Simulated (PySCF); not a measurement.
WF₂H₄, SMILES [WH4]([F])[F], multiplicity 1.

The structure is a stationary point at PBE0-D3(BJ)/def2-TZVP. A frequency run showed that this geometry is not a minimum. The spin state was assumed, not searched. The structure was generated by enumeration; whether it is a known compound was not checked. The def2 effective core potentials stand for the cores of W; spin–orbit coupling is left out.

Method: PBE0-D3(BJ)/def2-TZVP run with PySCF.

Frequencies are harmonic and unscaled.

Computed vibrational spectrum:
```csv
mode,ν (cm⁻¹),IR (km/mol),moving atoms (share of kinetic energy)
1,169i,0.0,H 98 %
2,178,11.8,"F 45 %, H 45 %, W 10 %"
3,233,0.1,"F 85 %, W 14 %"
4,638,250.5,"F 80 %, W 17 %"
5,654,25.2,F 98 %
6,840,1.6,H 95 %
7,855,6.8,H 95 %
8,871,32.6,H 99 %
9,909,0.0,H 98 %
10,1063,0.0,H 99 %
11,1259,15.4,H 100 %
12,2019,147.4,H 100 %
13,2072,171.5,H 99 %
14,2086,88.7,H 99 %
15,2088,18.1,H 100 %
```
